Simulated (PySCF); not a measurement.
Bonds: Ti1-F2 1.719 Å, Ti1-F3 1.719 Å, Ti1-Cl4 2.164 Å, Ti1-Cl5 2.163 Å.

Geometry: PBE0-D3(BJ)/def2-SVP; GIAO shifts from PySCF 2.14.0 with density-fitted response routines, gas phase, non-relativistic, averaged over equivalent atoms.

At PBE0/pcSseg-1 (pcSseg-2 on Ti) (155 basis functions, 18 s wall time on 1 thread of an Arm Neoverse V1, shared host):
```tsv
atoms	δ (ppm)
Ti1	-527.8
F2/F3	382.6
Cl4/Cl5	791.0
```

Chemical shifts δ = σref − σ; TiCl4 for 49Ti (σref -940.31); 19F (σref 177.25) vs CFCl3; HCl for 35Cl (σref 943.27), all at this level.

What do these become at B3LYP/pcSseg-1 (pcSseg-2 on Ti)?

Answers


```
  atoms  δ at B3LYP/pcSseg-1 (pcSseg-2 on Ti)  change
    Ti1                                -536.7    -8.9
  F2/F3                                 385.4    +2.8
Cl4/Cl5                                 825.3   +34.3
```

Referencing at the same level of theory: 49Ti (σref -1001.30) against TiCl4; CFCl3 for 19F (σref 171.94); 35Cl (σref 930.46) against HCl.

The largest change is at Cl4/Cl5 (chlorine bonded to Ti). Cost: 155 basis functions, 13 s wall time on 1 thread of an Arm Neoverse V1, shared host.

Unscaled 19F shifts against computed CFCl3 carry errors that often reach 10 to 50 ppm.
